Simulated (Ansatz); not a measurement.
Basis-set series for `FCB[O][GaH2]`. Total charge 0; spin multiplicity 1. The geometry is a stationary point of PBE0-D4/def2-TZVP. It is one conformer, not always the lowest.

Z-matrix (Å, degrees):
```
C
B 1 1.592
F 1 1.443 2 108.6
H 1 1.093 2 114.0 3 -117.3
H 1 1.093 2 114.0 3 117.3
O 2 1.321 1 118.2 3 -0.0
H 2 1.205 1 118.9 3 180.0
Ga 3 2.181 1 110.3 2 0.0
H 8 1.558 3 100.8 1 112.6
H 8 1.558 3 100.8 1 -112.7
```

| functional | basis | functions | energy (Eh) | HOMO (eV) | LUMO (eV) |
| --- | --- | --- | --- | --- | --- |
| PBE0-D4 | def2-SVP | 113 | -2165.00979 | -8.07 | -0.22 |
| PBE0-D4 | def2-QZVPP | 467 | -2165.59424 | -8.11 | -0.50 |
| ωB97M-V | def2-SVP | 113 | -2165.32889 | -10.38 | 1.53 |
| ωB97M-V | def2-QZVPP | 467 | -2165.91821 | -10.45 | 0.92 |

(1) Give the rows for def2-TZVPP. (Estimate.)

Results:

(1) Ansatz gave: 
| functional | basis | functions | energy (Eh) | HOMO (eV) | LUMO (eV) |
| --- | --- | --- | --- | --- | --- |
| PBE0-D4 | def2-TZVPP | 242 | -2165.53704 | -8.10 | -0.38 |
| ωB97M-V | def2-TZVPP | 242 | -2165.86321 | -10.45 | 1.29 |

Positive LUMOs are unbound and depend on the basis. Scalar relativity is left out up to krypton.
